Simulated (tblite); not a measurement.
Compound: C6H5O (doublet state).
Atom-mapped SMILES: `[CH2:1]=[C:2][c:3]1[cH:4][cH:5][cH:6][o:7]1` (hydrogens: H8, H9 on C1; H10 on C4; H11 on C5; H12 on C6)

Structure optimised with GFN2-xTB, isolated species. This method treats the open shell by occupation alone, without spin polarisation.

**Question.** List the bond lengths and angles at this level.

**Answer.** 
```
        bond  length (Å)
       C1=C2       1.289
       C2–C3       1.342
       C3–C4       1.415
       C4–C5       1.396
       C5–C6       1.370
       C6–O7       1.348
       C3–O7       1.374
C1–H8, C1–H9       1.083
      C4–H10       1.070
      C5–H11       1.071
      C6–H12       1.072
```

Bonds in one row agree within 0.01 Å and their mean is given. A selection of angles:
```
    angle  degrees
 C2–C1–H8    122.4
 C2–C1–H9    122.5
 H8–C1–H9    115.1
 C1–C2–C3    178.6
 C2–C3–C4    129.6
 C2–C3–O7    121.7
 C4–C3–O7    108.7
 C3–C4–C5    106.2
C3–C4–H10    125.4
C5–C4–H10    128.4
 C4–C5–C6    106.9
C4–C5–H11    126.9
C6–C5–H11    126.3
 C5–C6–O7    111.3
C5–C6–H12    131.8
O7–C6–H12    116.8
 C3–O7–C6    106.9
```

C5 (carbon bonded to 2 C and H) is planar (angles 126.9°, 126.3° and 106.9°, sum 360.0°, 0.00 Å off the plane of its three neighbours). C6 (carbon bonded to C, O and H) is planar (angles 131.8°, 116.8° and 111.3°, sum 360.0°, 0.00 Å off the plane of its three neighbours). C1 (carbon bonded to C and 2 H) is planar (angles 122.5°, 122.4° and 115.1°, sum 360.0°, 0.00 Å off the plane of its three neighbours). C4 (carbon bonded to 2 C and H) is planar (angles 128.4°, 125.4° and 106.2°, sum 360.0°, 0.00 Å off the plane of its three neighbours). The 5-membered ring C3–C4–C5–C6–O7 has internal angles of 106.2° to 111.3° (sum 540°, against 540° for a flat polygon); it is planar, 0.00 Å rms from its mean plane, widest ring torsion 0°. The 7 heavy atoms lie in one plane (0.001 Å rms). The C–O distances run from 1.348 Å (C6–O7, aromatic) to 1.374 Å (C3–O7, aromatic), a spread of 0.026 Å.

Point group: Cs (tolerance 0.08 Å). Its GFN2-xTB frequencies are all real (lowest 117 cm⁻¹).

Hardware: Intel Xeon Platinum 8375C at 2.90 GHz, one thread, no GPU, shared host. Cost: 0.92 s. That covers the optimisation of the geometry.

These are computed values.
